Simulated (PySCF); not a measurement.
Löwdin shares of the frontier orbitals

Compound: NbSMe3, C3H9NbS (singlet state).
Cartesian coordinates in Å at the PBE0-D3(BJ)/def2-SVP level; atoms count from 1:
```
atom  x, y, z in Å
Nb1    0.003   -0.001    0.483
S2     0.018   -0.008    2.621
C3     2.031   -0.010   -0.174
H4     2.609    0.835    0.237
H5     2.040    0.056   -1.279
H6     2.539   -0.942    0.128
C7    -1.015    1.763   -0.147
H8    -2.063    1.765    0.199
H9    -1.007    1.792   -1.254
H10   -0.532    2.678    0.236
C11   -1.020   -1.758   -0.156
H12   -2.071   -1.753    0.184
H13   -0.546   -2.676    0.227
H14   -1.006   -1.784   -1.263
```

Method: TDDFT wB97X-D/def2-SVPD, vertical, gas phase, core orbitals frozen in the response, def2 core potentials past Kr in PySCF. Spin–orbit coupling is left out.

Kohn–Sham orbitals with the atoms that hold most of them (Löwdin shares over 4%, at most four atoms):

```tsv
orbital	ε (eV)	atoms
LUMO+2	0.80	Nb1 50%, S2 18%, C3 6%, C7 6%
LUMO+1	-0.39	Nb1 66%, S2 14%, C3 5%, C7 5%
LUMO	-0.39	Nb1 66%, S2 14%, C11 6%
HOMO	-9.28	S2 64%, Nb1 22%, C7 6%
HOMO-1	-9.29	S2 64%, Nb1 22%, C3 6%
HOMO-2	-10.19	S2 72%, Nb1 22%
HOMO-3	-10.45	Nb1 35%, C11 25%, C7 19%, S2 5%
```

Within 0.005 eV of a neighbour in this list lie HOMO-1/HOMO and LUMO/LUMO+1.

Task: How does S1 compare with the orbital gap of 8.89 eV?

Result: S1 is at 3.67 eV (f = 0.0000), 5.22 eV below the gap, made of HOMO-1/HOMO→LUMO/LUMO+1 (≥81%). 

For S1 the Löwdin share of niobium is 22% in HOMO and 66% in LUMO.

Next come S2 at 3.91 eV (f 0.0008), HOMO-1/HOMO→LUMO/LUMO+1 (≥74%); S3 at 3.91 eV (f 0.0009), HOMO-1/HOMO→LUMO/LUMO+1 (≥74%); S4 at 4.49 eV (f 0.0000), HOMO-3→LUMO/LUMO+1 (≥47%), HOMO-4→LUMO/LUMO+1 (≥42%); S5 at 4.50 eV (f 0.026), HOMO-1/HOMO→LUMO/LUMO+1 (≥70%).

Orbitals of the list HOMO-3 to LUMO+2 that lie within 0.01 eV of each other are written together with a slash and their weights summed (≥ marks a lower bound); for degenerate orbitals outside that list single weights are arbitrary.

The run took 2.6 min wall (with the writing of density and orbital grids) on an Arm Neoverse V1 with one thread, no GPU, on a shared host, and the process peaked at 1.1 GiB of memory.
